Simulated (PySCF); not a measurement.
Ge(H)(Br)2(Me) (CH4Br2Ge), SMILES [Br][GeH]([CH3])[Br]. Coordinates come from a PBE-D3(BJ)/def2-SVP optimisation.

Q: Give the equilibrium geometry at PBE-D3(BJ)/def2-SVP (PySCF confirms it by a frequency run) as a Z-matrix, and its point group. (Estimate from the structure and the level; the computed values follow.)

A: point group Cs.
```
Ge
H 1 1.5488
C 1 1.9512 2 115.99
H 3 1.1059 1 109.09 2 180.00
H 3 1.1072 4 109.58 1 -119.63
H 3 1.1072 4 109.58 5 -120.74
Br 1 2.3299 2 107.18 3 121.63
Br 1 2.3299 2 107.18 3 -121.63
```
Charge 0, spin multiplicity 1.
